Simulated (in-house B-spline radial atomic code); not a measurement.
## Ionising Rb III (Rb2+) with different functionals

Computed with a radial B-spline atomic code at the basis-set limit: four-component Dirac-Coulomb Hamiltonian, Fermi nucleus of rms radius 4.2036 fm, spin-restricted, spherical fractional occupations for the functionals, and exact exchange of hybrids averaged over the configuration. The ionisation energy is the difference of two self-consistent energies, [Ar] 3d10 4s2 4p5 → [Ar] 3d10 4s2 4p4, without Breit or QED terms; ε is the level of the shell that loses the electron (mean over j). The electron is taken from both j subshells in proportion to 2j + 1, so the result is a j average, not the step between ground levels.

```json
{"method": "B3LYP", "rung": "global hybrid", "ΔSCF (eV)": "40.21", "-ε(4p) (eV)": "35.20"}
{"method": "BHandHLYP", "rung": "global hybrid", "ΔSCF (eV)": "40.05", "-ε(4p) (eV)": "37.20"}
{"method": "wB97X", "rung": "range-separated hybrid", "ΔSCF (eV)": "40.03", "-ε(4p) (eV)": "38.05"}
{"method": "CAM-B3LYP", "rung": "range-separated hybrid", "ΔSCF (eV)": "40.19", "-ε(4p) (eV)": "37.04"}
```

(1) Among the functionals, which spreads more, the ΔSCF values or the orbital energies?

(2) How do they compare with the NIST value?

Results:

(1) The orbital energies: ΔSCF values span about 0.18 eV and the orbital energies 2.85 eV; here energy differences depend much less on the functional than eigenvalues do.

(2) NIST lists 39.247 eV ± 0.003 (semi-empirical, ground level to ground level). Errors run from +0.78 to +0.96 eV. The correlated functionals all miss on the same side by more than they spread, so the cause is common to them (Breit-QED terms, spin polarisation, the choice among j levels, multiplet and fine-structure energies, or a listed next ion that isn't the cheapest removal here) and closeness doesn't rank the functionals.
